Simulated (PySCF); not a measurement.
m-toluidine, C7H9N.
SMILES: `c1c(C)cccc1N`

A linear-response calculation (PySCF, def2-SVPD basis, gas phase, vertical, core orbitals frozen in the response) gave these numbers; the functional is withheld.

Orbital energies (eV): HOMO-3 -9.41, HOMO-2 -8.72, HOMO-1 -6.88, HOMO -5.85, LUMO -0.03, LUMO+1 0.34, LUMO+2 0.79.

```tsv
state	E (eV)	f	main configurations (H = HOMO, L = LUMO)
S1	4.77	0.039	H→L (87%), H-1→L+1 (12%)
S2	5.42	0.044	H→L+2 (49%), H→L+1 (43%)
S3	5.60	0.074	H→L+2 (45%), H→L+1 (39%), H-1→L (13%)
S4	6.08	0.0004	H→L+3 (87%)
S5	6.23	0.0056	H→L+4 (85%)
S6	6.42	0.211	H-1→L+1 (47%), H-1→L (25%)
```

Triplets, Tamm–Dancoff:

| state | E (eV) | λ (nm) | main configurations (H = HOMO, L = LUMO) |
| --- | --- | --- | --- |
| T1 | 3.83 | 324.0 | H→L+1 (72%), H-1→L (21%) |
| T2 | 3.94 | 315.1 | H→L (96%) |
| T3 | 4.47 | 277.2 | H-1→L (75%), H→L+1 (23%) |
| T4 | 5.29 | 234.2 | H-1→L+1 (90%) |

Vertical ionisation energy by ΔSCF with the same functional: 7.64 eV. Mean static polarisability: 92.5 au.

Task: Name the functional.
A. CAM-B3LYP
B. PBE
C. PBE0
D. HF

Result: C. PBE0 is a global hybrid with 25% exact exchange. In this run −ε(HOMO) = 5.85 eV differs from the ΔSCF value by -1.80 eV, and S1 differs from the orbital gap of 5.81 eV by -1.04 eV. The ratio −ε(HOMO)/IP is 0.77. Small neutral molecules mostly give 0.7 to 0.83 with PBE0, 0.5 to 0.7 with PBE, 0.85 to 0.93 with CAM-B3LYP; with Hartree–Fock the ratio is 1 or more (Koopmans' value less the relaxation energy is the ΔSCF value).

The calculation used TDDFT PBE0/def2-SVPD, vertical, gas phase, core orbitals frozen in the response (PySCF). Geometry: PBE0-D3(BJ)/def2-SVP; no solvent, vibrations or thermal averaging.

Time: 2.3 min wall. Hardware: Arm Neoverse V1, one thread, no GPU (shared host).

The values belong to the conformer `[CH3:1][c:2]1[cH:3][cH:4][cH:5][c:6]([NH2:7])[cH:8]1`: H–N7–C6–C5 -23°, H–N7–C6–C5 -160°.
